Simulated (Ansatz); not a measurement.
```xyz
13

C     1.7372    0.6586   -0.5372
O     1.1342   -0.4372    0.1108
C     0.3640   -0.0920    1.2074
S    -1.1816    0.8261    0.8160
Si   -2.0259   -0.5879   -0.5393
H     2.3843    1.2141    0.1536
H     0.9848    1.3421   -0.9441
H     2.3405    0.2545   -1.3486
H     0.0954   -1.0199    1.7114
H     0.9054    0.5620    1.9025
H    -1.3564   -0.5809   -1.8644
H    -1.9374   -1.9529    0.0426
H    -3.4443   -0.1865   -0.7106
```

Charge 0, multiplicity 1.

**Question.** List the r2SCAN/def2-TZVPP orbital energies in eV (Ansatz). (An estimate is asked.)

**Answer.** Computed: Occupied: -2408.86, -1791.33, -516.52, -275.44, -274.36, -213.30, -157.38, -157.29, -157.17, -141.76, -96.65, -96.60, -96.59, -28.03, -20.19, -18.30, -16.09, -13.58, -12.79, -12.66, -11.80, -10.23, -9.95, -8.97, -8.83, -8.68, -7.72, -6.70, -6.20. Lowest empty: -0.35, 0.09, 0.77, 1.07, 1.28, 2.01, 2.20, 2.57.
